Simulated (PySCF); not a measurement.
C5H7O2S: g tensor and hyperfine couplings

C5H7O2S (doublet state).
Structure used (GFN2-xTB), in Å, numbered top down from 1:
```xyz
15
C5H7O2S angstrom
C      2.390    0.089    1.032
S      1.849   -0.596   -0.456
O      1.664   -2.033   -0.253
C      0.124    0.128   -0.392
C      0.114    1.546   -0.692
O      1.103    2.183   -0.955
C     -0.878   -0.706   -0.123
C     -2.323   -0.400    0.005
H      2.673    1.123    1.000
H      2.859   -0.562    1.745
H     -0.885    2.024   -0.679
H     -0.602   -1.747    0.027
H     -2.674   -0.727    0.983
H     -2.540    0.656   -0.119
H     -2.877   -0.971   -0.741
```

The hyperfine couplings belong to this conformer and change with its torsions.

As a line formula: `[CH2][S@@](=O)/C(C=O)=C/C` [radical].

Computed with UKS B3LYP, pcH-1 on C H O S, non-relativistic, mean-field spin-orbit, GIAO in PySCF 2.14.0. Isolated species at its GFN2-xTB geometry (one conformer only). Couplings are sensitive to structure, and on GFN2-xTB geometries they can be far from those on DFT ones. No stability test was run, so a lower SCF solution isn't excluded.

| Property | Result |
| --- | --- |
| g1, g2, g3 | 2.00126, 2.00248, 2.00444 |
| g_iso | 2.00273 |
| Form of g | rhombic: the two nearest values differ by 38 % of g3 − g1 |
| ⟨S²⟩ | 0.7559 (exact 0.7500) |
| α and β electrons | 35, 34 |
| HOMO–LUMO gap, α and β orbitals | 3.68, 3.83 eV |
| Total energy | -743.26241 Eh |
| Basis functions | 280 |

Hyperfine couplings atom by atom, in MHz; T1 to T3 are the principal values of the dipolar part; ρ(0) is the spin density at the nucleus:

```tsv
atom	isotope	a_iso	of which spin–orbit	T1	T2	T3	Mulliken spin population	ρ(0) (bohr⁻³)
C1	13C	113.5	0.1	-73.0	-72.7	145.7	0.94	0.1009
S2	33S	38.9	-0.1	-12.0	-5.3	17.3	0.03	0.1137
O3	17O	-1.7	0.0	-10.2	2.3	8.0	0.01	0.0028
C4	13C	79.0	0.0	-10.4	-7.8	18.2	0.08	0.0703
C5	13C	-3.7	0.0	-0.7	-0.3	1.0	0.00	-0.0033
O6	17O	0.1	0.0	-0.8	0.1	0.7	0.00	-0.0001
C7	13C	-1.3	0.0	-2.0	-0.4	2.4	-0.01	-0.0011
C8	13C	6.2	0.0	-0.8	-0.7	1.5	0.01	0.0055
H9	1H	-47.9	0.0	-34.0	-2.0	36.0	-0.03	-0.0107
H10	1H	-54.1	0.1	-34.6	-1.3	35.9	-0.04	-0.0121
H11	1H	9.0	0.0	-1.4	-1.1	2.4	0.00	0.0020
H12	1H	7.4	0.0	-2.2	-1.3	3.6	0.01	0.0017
H13	1H	0.9	0.0	-0.9	-0.4	1.3	0.00	0.0002
H14	1H	-0.5	0.0	-1.0	-0.6	1.6	0.00	-0.0001
H15	1H	-2.1	0.0	-0.8	-0.6	1.4	0.00	-0.0005
```

The Mulliken spin populations are largest on C1 (+0.94) and C4 (+0.08). No atom but C1 exceeds +0.15. The angles at C1 add up to 353.4°, so it is slightly pyramidal.

Under fast tumbling the dipolar parts average out, and these isotropic splittings remain: 1 × 1H (H10, I = 1/2, 2 lines) with 1.93 mT, 1 × 1H (H9, I = 1/2, 2 lines) with 1.71 mT, 1 × 1H (H11, I = 1/2, 2 lines) with 0.32 mT and 1 × 1H (H12, I = 1/2, 2 lines) with 0.26 mT.

H9 and H10 aren't averaged: C1 is flat or nearly so (angle sum 353°), and its turn about the short C1–S2 bond (1.72 Å) is taken as slow.

The 13C coupling of C1 (113.5 MHz) shows only in satellite lines or after enrichment, since that isotope makes up about 1.07 % of natural carbon.

The 33S coupling of S2 (38.9 MHz) shows only in satellite lines or after enrichment, since that isotope makes up about 0.76 % of natural sulfur.

β density exceeds α density at some nuclei, such as H10 (-0.0121), H9 (-0.0107) and C5 (-0.0033), spin density in bohr⁻³. In a single determinant that takes different orbitals for the two spins, that is spin polarisation.
